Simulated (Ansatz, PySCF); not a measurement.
Species: CH2Br3Si, charge 0, multiplicity 2. It need not be the lowest isomer of its formula. 
Structure (B3LYP-D3(BJ)/def2-TZVP (Ansatz, a quantum-chemistry and plane-wave program) minimum search):
SMILES: [CH2][Si](Br)(Br)Br
```xyz
7

Si    -0.4983    -0.0154    -0.0939
C     -2.2768    -0.0768    -0.4612
Br     0.0457     1.9919     0.6822
Br     0.6868    -0.4007    -1.9393
Br     0.0187    -1.5661     1.4079
H     -2.8340    -1.0041    -0.4126
H     -2.8202     0.8035    -0.7813
```
Charge 0, spin multiplicity 2.

Quantity: atomisation energy (electronic, to ground-state atoms), in kcal/mol. Valence correlation only, unless marked. Open shells are spin-unrestricted. No spin-orbit coupling. Frozen are the shells of the preceding noble gas and the d and f shells that filled before the atom's block. Non-relativistic. The coupled-cluster limit lacks core correlation, which all-electron functionals hold. CBS(X,Y): correlation extrapolated as X^-3; Hartree-Fock from the larger set. The bracket is a focal-point correction in the basis named.

```json
[
 {"level": "HF-D4/def2-TZVPD", "program": "PySCF + dftd4", "atomisation energy (kcal/mol)": "412.4"},
 {"level": "PBE/def2-TZVPD", "program": "Ansatz", "atomisation energy (kcal/mol)": "532.8"},
 {"level": "PBE-D4/def2-TZVPD", "program": "Ansatz + dftd4", "atomisation energy (kcal/mol)": "540.0"},
 {"level": "BLYP/def2-TZVPD", "program": "Ansatz", "atomisation energy (kcal/mol)": "…"},
 {"level": "revPBE-D3(BJ)/def2-TZVPD", "program": "Ansatz + dftd3", "atomisation energy (kcal/mol)": "…"},
 {"level": "PBE0-D4/def2-TZVP", "program": "Ansatz + dftd4", "atomisation energy (kcal/mol)": "533.9"},
 {"level": "BHLYP-D3(BJ)/def2-TZVPD", "program": "Ansatz + dftd3", "atomisation energy (kcal/mol)": "…"},
 {"level": "r2SCAN0/def2-TZVPD", "program": "Ansatz", "atomisation energy (kcal/mol)": "…"},
 {"level": "M06-2X/def2-TZVPD", "program": "PySCF", "atomisation energy (kcal/mol)": "520.8"},
 {"level": "LC-wPBE/def2-TZVPD", "program": "Ansatz", "atomisation energy (kcal/mol)": "520.5"},
 {"level": "PBE-QIDH/def2-TZVPD", "program": "Ansatz", "atomisation energy (kcal/mol)": "528.4"},
 {"level": "SCS-MP2/6-31G*", "program": "Ansatz", "atomisation energy (kcal/mol)": "470.6"},
 {"level": "CCSD/6-31G*", "program": "Ansatz", "atomisation energy (kcal/mol)": "462.6"},
 {"level": "RI-MP2/CBS(def2-TZVPP,def2-QZVPP)+[CCSD(T)-MP2]/def2-TZVPP", "program": "Ansatz", "atomisation energy (kcal/mol)": "525.6"}
]
```

Question: Complete the blanks.

Answer: 
- BLYP/def2-TZVPD, atomisation energy (kcal/mol): 503.5
- revPBE-D3(BJ)/def2-TZVPD, atomisation energy (kcal/mol): 524.7
- BHLYP-D3(BJ)/def2-TZVPD, atomisation energy (kcal/mol): 513.2
- r2SCAN0/def2-TZVPD, atomisation energy (kcal/mol): 528.7
